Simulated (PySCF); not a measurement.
Record of a relaxation.

Compound: trimethyl arsine, C3H9As.
SMILES with atom numbers: `[CH3:1][As:2]([CH3:3])[CH3:4]` (hydrogens: H5, H6, H7 on C1; H8, H9, H10 on C3; H11, H12, H13 on C4)

Computed by this run: PySCF 2.14.0, PBE0-D3(BJ)/def2-TZVP geometry optimisation, gas phase; density fitting, grid level 2; the optimiser is geomeTRIC in internal coordinates, started from a GFN2-xTB structure with every atom displaced at random (about 0.01 Å). The frame can shift and turn from step to step; on so coarse a grid that alone can change the energy by a few meV, and forces under 0.02 eV/Å are noise.

Step 0: E = -64089.3725 eV, largest atomic force 2.444 eV/Å
```
atom  x, y, z in Å  |  force x, y, z in eV/Å
C1     -0.402    1.593    0.395   -0.679   0.691  -0.328
As2    -0.216   -0.217    1.098    0.244  -0.063  -0.060
C3      1.574   -0.530    0.352    0.756   0.324   0.551
C4     -1.171   -1.121   -0.347   -2.311   0.019   0.796
H5     -0.166    1.649   -0.676    0.069  -0.102   0.213
H6      0.218    2.315    0.931    0.149  -0.171   0.052
H7     -1.442    1.951    0.511    0.340  -0.285   0.014
H8      1.648   -0.249   -0.698   -0.132  -0.035  -0.093
H9      1.863   -1.573    0.479   -0.108  -0.118  -0.083
H10     2.329    0.060    0.912   -0.469  -0.203  -0.231
H11    -0.871   -0.789   -1.312    0.460   0.304  -0.871
H12    -1.059   -2.200   -0.270    0.109  -0.081   0.033
H13    -2.298   -0.906   -0.265    1.572  -0.279   0.008
```

Step 1: E = -64089.4406 eV, largest atomic force 0.380 eV/Å
```
atom  x, y, z in Å  |  force x, y, z in eV/Å
C1     -0.263    1.597    0.415   -0.056  -0.059  -0.004
As2    -0.116   -0.253    1.071    0.043  -0.032  -0.036
C3      1.610   -0.681    0.236    0.004   0.069  -0.017
C4     -1.353   -0.987   -0.278    0.119   0.332   0.092
H5     -0.111    1.647   -0.666    0.019  -0.005   0.034
H6      0.467    2.227    0.917    0.113   0.054   0.039
H7     -1.257    1.978    0.655   -0.014  -0.013  -0.011
H8      1.631   -0.391   -0.815   -0.011  -0.019  -0.042
H9      1.806   -1.748    0.326   -0.023  -0.078  -0.024
H10     2.403   -0.150    0.767   -0.029   0.022   0.010
H11    -1.070   -0.673   -1.290   -0.046  -0.082   0.138
H12    -1.441   -2.073   -0.227   -0.017   0.086   0.063
H13    -2.298   -0.510   -0.001   -0.102  -0.275  -0.242
```

Step 2: E = -64089.4692 eV, largest atomic force 0.206 eV/Å
```
atom  x, y, z in Å  |  force x, y, z in eV/Å
C1     -0.248    1.614    0.428   -0.016   0.018   0.035
As2    -0.127   -0.236    1.079   -0.031  -0.013  -0.021
C3      1.586   -0.675    0.227    0.004  -0.025  -0.027
C4     -1.346   -0.991   -0.271    0.062   0.181   0.075
H5     -0.087    1.662   -0.650    0.010   0.003  -0.001
H6      0.493    2.234    0.934    0.009  -0.012  -0.003
H7     -1.239    2.008    0.662    0.008   0.005  -0.009
H8      1.595   -0.389   -0.827   -0.011  -0.007  -0.003
H9      1.772   -1.746    0.314   -0.002  -0.003  -0.013
H10     2.386   -0.146    0.749   -0.009  -0.001  -0.003
H11    -1.045   -0.706   -1.281    0.013  -0.018   0.002
H12    -1.403   -2.075   -0.194    0.024  -0.047   0.035
H13    -2.331   -0.570   -0.060   -0.061  -0.081  -0.068
```

Step 3: E = -64089.4769 eV, largest atomic force 0.051 eV/Å
```
atom  x, y, z in Å  |  force x, y, z in eV/Å
C1     -0.242    1.635    0.440    0.012   0.004   0.004
As2    -0.140   -0.218    1.087   -0.004   0.024   0.012
C3      1.560   -0.677    0.217    0.004  -0.013   0.005
C4     -1.333   -0.993   -0.265   -0.051  -0.003   0.002
H5     -0.071    1.683   -0.638   -0.001   0.003  -0.005
H6      0.507    2.241    0.950   -0.007  -0.009   0.000
H7     -1.228    2.042    0.667    0.003   0.001   0.001
H8      1.555   -0.397   -0.838   -0.009   0.007   0.005
H9      1.736   -1.751    0.304   -0.003   0.008   0.004
H10     2.370   -0.153    0.726    0.015  -0.007  -0.009
H11    -1.011   -0.729   -1.273    0.009   0.003  -0.021
H12    -1.353   -2.079   -0.163    0.022  -0.014  -0.004
H13    -2.346   -0.619   -0.104    0.011  -0.004   0.005
```

Step 4: E = -64089.4773 eV, largest atomic force under 0.02 eV/Å
```
atom  x, y, z in Å  |  force x, y, z in eV/Å
C1     -0.240    1.639    0.441    0.005  -0.003  -0.008
As2    -0.142   -0.214    1.088   -0.007   0.013   0.003
C3      1.556   -0.678    0.217    0.003  -0.004   0.007
C4     -1.333   -0.995   -0.265   -0.013  -0.013  -0.007
H5     -0.068    1.688   -0.637   -0.001   0.002   0.000
H6      0.510    2.243    0.953   -0.001  -0.003   0.002
H7     -1.225    2.049    0.667    0.000   0.002   0.001
H8      1.548   -0.398   -0.838   -0.003   0.004   0.001
H9      1.729   -1.751    0.304   -0.002   0.000   0.001
H10     2.371   -0.157    0.722    0.004  -0.004  -0.004
H11    -1.010   -0.731   -1.274    0.000   0.005  -0.004
H12    -1.341   -2.081   -0.161    0.013   0.000  -0.004
H13    -2.349   -0.629   -0.106    0.003   0.003   0.010
```

Step 5: E = -64089.4776 eV, largest atomic force under 0.02 eV/Å
```
atom  x, y, z in Å  |  force x, y, z in eV/Å
C1     -0.239    1.642    0.440    0.000  -0.004  -0.008
As2    -0.144   -0.210    1.089   -0.005   0.004  -0.001
C3      1.553   -0.679    0.218    0.001  -0.001   0.004
C4     -1.332   -0.996   -0.265    0.013  -0.008  -0.006
H5     -0.066    1.692   -0.637    0.000   0.000   0.002
H6      0.512    2.244    0.954    0.002   0.002   0.001
H7     -1.223    2.054    0.666   -0.001   0.001   0.000
H8      1.542   -0.399   -0.837    0.003  -0.001  -0.001
H9      1.720   -1.753    0.305   -0.001  -0.003  -0.002
H10     2.373   -0.162    0.720   -0.003   0.000   0.002
H11    -1.012   -0.726   -1.273   -0.007   0.006   0.008
H12    -1.327   -2.082   -0.164    0.001   0.004  -0.004
H13    -2.351   -0.641   -0.102   -0.003  -0.002   0.006
```

**Question.** Summarise the path.

**Answer.** The energy falls by 10.14 kJ/mol from step 0 to step 5; nine tenths of that is first reached at step 2. It falls at every step. The largest force goes from 2.444 to under 0.02 eV/Å. Among the bonds C4–H13 changes most, from 1.150 to 1.091 Å; the atoms move by 0.036 Å rms after alignment.

**Question.** Follow the three bonds and two angles with the largest change from start to end.

**Answer.** 
```json
{"step": "0", "E above end (kJ/mol)": "10.14", "largest force (eV/Å)": "2.444", "C4–H13 (Å)": "1.150", "C4–H11 (Å)": "1.064", "C3–H10 (Å)": "1.110", "As2–C1–H6 (°)": "112.5", "H11–C4–H13 (°)": "106.4"}
{"step": "1", "E above end (kJ/mol)": "3.57", "largest force (eV/Å)": "0.380", "C4–H13 (Å)": "1.095", "C4–H11 (Å)": "1.096", "C3–H10 (Å)": "1.091", "As2–C1–H6 (°)": "110.0", "H11–C4–H13 (°)": "109.4"}
{"step": "2", "E above end (kJ/mol)": "0.81", "largest force (eV/Å)": "0.206", "C4–H13 (Å)": "1.091", "C4–H11 (Å)": "1.092", "C3–H10 (Å)": "1.091", "As2–C1–H6 (°)": "109.8", "H11–C4–H13 (°)": "109.1"}
{"step": "3", "E above end (kJ/mol)": "0.07", "largest force (eV/Å)": "0.051", "C4–H13 (Å)": "1.091", "C4–H11 (Å)": "1.091", "C3–H10 (Å)": "1.091", "As2–C1–H6 (°)": "109.5", "H11–C4–H13 (°)": "109.1"}
{"step": "4", "E above end (kJ/mol)": "0.03", "largest force (eV/Å)": "under 0.02", "C4–H13 (Å)": "1.091", "C4–H11 (Å)": "1.092", "C3–H10 (Å)": "1.091", "As2–C1–H6 (°)": "109.4", "H11–C4–H13 (°)": "109.2"}
{"step": "5", "E above end (kJ/mol)": "0.00", "largest force (eV/Å)": "under 0.02", "C4–H13 (Å)": "1.091", "C4–H11 (Å)": "1.092", "C3–H10 (Å)": "1.091", "As2–C1–H6 (°)": "109.3", "H11–C4–H13 (°)": "109.3"}
```

What follows is the cost of the whole optimisation. The run took 42 s wall, 1.9 min CPU on an Intel Xeon 6975P-C with 2 threads, no GPU, shared host, and the process peaked at 1.0 GiB of memory.
